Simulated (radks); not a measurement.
Q: These are the eigenvalues of the occupied orbitals of an atom or ion with whole-number occupations (eV). Calculated with a radial shooting solver on a logarithmic mesh with Libxc functionals: Dirac Kohn-Sham, AM05, spin-unpolarised, spherical densities, finite nucleus; Fermi nuclear charge, rms radius of each element as measured or else 0.836 A^(1/3) + 0.57 fm.

orbital  eigenvalue
1s1/2     -10036.11
2s1/2     -1676.329
2p1/2     -1542.176
2p3/2     -1518.016
3s1/2     -561.3106
3p1/2     -517.5622
3p3/2     -512.6969

Which element is it, and in what charge state? The configuration may be excited. Open shells, if any, are shared by 2j + 1.

A: Z = 30, zinc, charge +15: Zn15+ in [Ne] 3s2 3p3. The list shows which subshells hold electrons but not how many an open one holds; the 1s level, -368.82 hartree, gives Z - s = 27.2 by -(Z - s)^2/2, which with screening and relativity narrows Z to a few neighbours, and the depths of the outer levels then fix element, charge and occupations together.
